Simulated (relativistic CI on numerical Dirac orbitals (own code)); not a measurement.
Re6+: 4f photoemission

Computed with this model: Dirac-Coulomb-Breit CI, separate exchange-only KLI orbitals for each configuration, model QED, valence Slater integrals scaled by 0.9, multiplet model of photoemission in the sudden approximation; configurations [Xe] 4f14 5d → [Xe] 4f13 5d; 300 K; Lorentzian 0.25 eV and Gaussian 0.5 eV FWHM. Energies are those of the free ion, without screening or charge transfer. The energies are binding energies and can lie tens of eV above those of solids. S is read from ⟨S²⟩ = S(S + 1).

free ion: ground-state S = 0.50, centroid 131.64 eV. Peaks (eV, height): 130.3 (88), 130.9 (100), 132.8 (70), 133.7 (56), 134.7 (13).

Strongest unbroadened transitions for free ion:

| Energy (eV) | Relative strength |
| --- | --- |
| 129.46 | 42.0 |
| 130.21 | 100.0 |
| 130.77 | 63.1 |
| 131.07 | 82.3 |
| 131.47 | 8.7 |
| 131.81 | 4.4 |
| 132.30 | 34.5 |
| 132.49 | 2.9 |
| 132.66 | 1.4 |
| 132.72 | 48.3 |
| 133.01 | 45.5 |
| 133.73 | 63.7 |
| 133.93 | 7.1 |
| 134.18 | 0.6 |
| 134.47 | 0.7 |
| 134.77 | 12.1 |
| 134.93 | 0.2 |
| 135.09 | 1.9 |
